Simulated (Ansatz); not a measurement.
Born–Oppenheimer molecular dynamics of F$_{4}$Ge (5 atoms, charge 0, multiplicity 1). It starts from a relaxed structure.

Theory: RKS PBE0/def2-SVP (Ansatz 0.2.0).

```json
{
 "ensemble": "NVE (velocity Verlet)",
 "time step": "2 fs",
 "steps asked": "100",
 "starting velocities drawn for": "3000 K",
 "seed": "546651"
}
```

Frames 4 fs apart, positions in Å, forces in eV/Å.

Velocities at 80.0 fs (Å/ps):

```
Ge 3.39 -5.14 -2.41
F -0.22 4.86 0.99
F -7.62 1.73 5.86
F -6.11 -2.81 0.66
F 1.01 15.86 1.72
```

```xyz
5
Properties=species:S:1:pos:R:3:forces:R:3 time_fs=80.0 energy_less_start_eV=0.598 T=1493
Ge 0.025 -0.008 0.015 1.79 -5.01 -2.41
F -0.082 0.051 1.651 0.26 -0.22 2.39
F 1.650 0.131 -0.649 -1.60 -0.54 0.86
F -0.744 1.294 -0.505 -2.22 3.70 -1.67
F -0.917 -1.446 -0.553 1.78 2.08 0.83
5
Properties=species:S:1:pos:R:3:forces:R:3 time_fs=84.0 energy_less_start_eV=0.240 T=2388
Ge 0.040 -0.033 0.003 -0.10 -1.67 -0.76
F -0.081 0.069 1.664 0.37 -0.32 1.27
F 1.615 0.136 -0.622 -0.08 -0.50 0.21
F -0.777 1.297 -0.508 -1.16 2.02 -0.99
F -0.906 -1.375 -0.543 0.97 0.47 0.27
5
Properties=species:S:1:pos:R:3:forces:R:3 time_fs=88.0 energy_less_start_eV=0.318 T=2186
Ge 0.055 -0.062 -0.010 -1.94 2.84 1.72
F -0.078 0.085 1.687 0.49 -0.46 -0.11
F 1.579 0.137 -0.595 2.02 -0.30 -0.64
F -0.819 1.315 -0.520 0.15 0.07 -0.22
F -0.888 -1.302 -0.531 -0.71 -2.14 -0.74
5
Properties=species:S:1:pos:R:3:forces:R:3 time_fs=92.0 energy_less_start_eV=0.829 T=902
Ge 0.066 -0.084 -0.020 -2.62 6.68 3.99
F -0.071 0.097 1.709 0.55 -0.61 -1.12
F 1.559 0.135 -0.572 3.73 -0.07 -1.29
F -0.860 1.335 -0.533 1.07 -1.19 0.26
F -0.876 -1.245 -0.526 -2.74 -4.81 -1.85
5
Properties=species:S:1:pos:R:3:forces:R:3 time_fs=96.0 energy_less_start_eV=1.021 T=419
Ge 0.071 -0.093 -0.021 -2.71 7.70 4.36
F -0.059 0.104 1.722 0.55 -0.68 -1.55
F 1.568 0.133 -0.559 3.69 -0.05 -1.28
F -0.892 1.345 -0.545 1.56 -1.77 0.51
F -0.885 -1.227 -0.534 -3.08 -5.20 -2.03
5
Properties=species:S:1:pos:R:3:forces:R:3 time_fs=100.0 energy_less_start_eV=0.668 T=1298
Ge 0.070 -0.086 -0.014 -2.88 5.74 2.52
F -0.043 0.106 1.724 0.48 -0.65 -1.43
F 1.607 0.130 -0.556 1.91 -0.28 -0.67
F -0.912 1.342 -0.552 1.72 -1.86 0.60
F -0.918 -1.249 -0.559 -1.23 -2.95 -1.02
5
Properties=species:S:1:pos:R:3:forces:R:3 time_fs=104.0 energy_less_start_eV=0.377 T=2040
Ge 0.064 -0.067 -0.001 -2.47 2.90 -0.02
F -0.023 0.103 1.713 0.37 -0.54 -0.80
F 1.661 0.125 -0.559 -0.28 -0.48 0.07
F -0.918 1.323 -0.555 1.55 -1.51 0.55
F -0.962 -1.296 -0.592 0.82 -0.38 0.20
5
Properties=species:S:1:pos:R:3:forces:R:3 time_fs=108.0 energy_less_start_eV=0.427 T=1919
Ge 0.052 -0.041 0.012 -1.33 0.23 -2.08
F 0.000 0.095 1.697 0.26 -0.39 0.20
F 1.713 0.116 -0.561 -1.92 -0.52 0.61
F -0.912 1.292 -0.553 0.98 -0.62 0.26
F -0.998 -1.346 -0.624 2.02 1.29 1.00
5
Properties=species:S:1:pos:R:3:forces:R:3 time_fs=112.0 energy_less_start_eV=0.691 T=1247
Ge 0.038 -0.015 0.020 0.25 -2.31 -3.14
F 0.025 0.084 1.682 0.16 -0.26 1.17
F 1.750 0.103 -0.558 -2.85 -0.44 0.87
F -0.898 1.257 -0.550 -0.06 0.86 -0.32
F -1.019 -1.385 -0.648 2.50 2.15 1.41
5
Properties=species:S:1:pos:R:3:forces:R:3 time_fs=116.0 energy_less_start_eV=0.942 T=613
Ge 0.024 0.006 0.022 1.83 -4.57 -2.97
F 0.052 0.070 1.676 0.09 -0.19 1.54
F 1.763 0.086 -0.549 -3.20 -0.31 0.91
F -0.885 1.228 -0.549 -1.30 2.55 -1.05
F -1.020 -1.408 -0.660 2.58 2.52 1.56
5
Properties=species:S:1:pos:R:3:forces:R:3 time_fs=120.0 energy_less_start_eV=0.918 T=679
Ge 0.014 0.018 0.018 2.54 -5.56 -2.01
F 0.079 0.056 1.683 -0.01 -0.14 1.10
F 1.751 0.067 -0.532 -3.06 -0.19 0.77
F -0.881 1.220 -0.556 -1.90 3.36 -1.39
F -1.000 -1.410 -0.660 2.43 2.53 1.53
5
Properties=species:S:1:pos:R:3:forces:R:3 time_fs=124.0 energy_less_start_eV=0.547 T=1620
Ge 0.009 0.018 0.009 1.78 -4.47 -0.98
F 0.106 0.040 1.698 -0.16 -0.09 0.19
F 1.715 0.046 -0.509 -2.35 -0.09 0.45
F -0.893 1.239 -0.574 -1.30 2.52 -0.95
F -0.960 -1.392 -0.648 2.02 2.13 1.30
```

Of the whole run (200 fs, mean temperature of the second half 1554 K): The conserved energy stayed within 4.4 meV per atom of its start (net change 3.5 meV per atom), so the integration is sound. Over the second half the temperature averaged 0.52 of the 3000 K drawn at the start: a run that starts near a minimum puts about half its kinetic energy into the potential. A run of 0.2 ps of so small a system gives no equilibrium averages.

Time of the run: 5.2 min on 1 thread of Arm Neoverse V2, on a shared host, peak memory 0.18 GiB.
